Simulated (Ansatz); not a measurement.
Basis sets compared for the cluster Ta2S2⁺ (the lowest doublet isomer of a short search). Charge 1, multiplicity 2. Geometry r2SCAN-D4/def2-SVP. Ansatz on 4 threads of Arm Neoverse V2 on a shared host; times are rough, and most runs start from earlier orbitals.

Cartesian coordinates in Å:
```
Ta -0.486 0.537 1.072
Ta 1.238 -0.069 -0.369
S -0.216 -1.717 0.463
S -0.536 1.249 -1.166
```

In the def2 sets Ta takes a core potential; there is no spin–orbit coupling. The structure comes from a short search, and lower isomers may exist.

```csv
level,functions,energy (Eh),HOMO (eV),LUMO (eV),wall time
PBE-D4/def2-SVP,100,-909.7024,-9.20,-8.64,2.2 s
PBE0-D4/def2-SVP,100,-909.6498,-10.08,-7.72,3.7 s
```

(1) Estimate the rows for PBE-D4/def2-TZVP (with forces), PBE0-D4/def2-TZVP.

## Answers

(1) 
```csv
level,functions,energy (Eh),HOMO (eV),LUMO (eV),wall time
PBE-D4/def2-TZVP (with forces),154,-910.0012,-9.11,-8.55,3.5 s
PBE0-D4/def2-TZVP,154,-909.9508,-9.96,-7.60,7 s
```
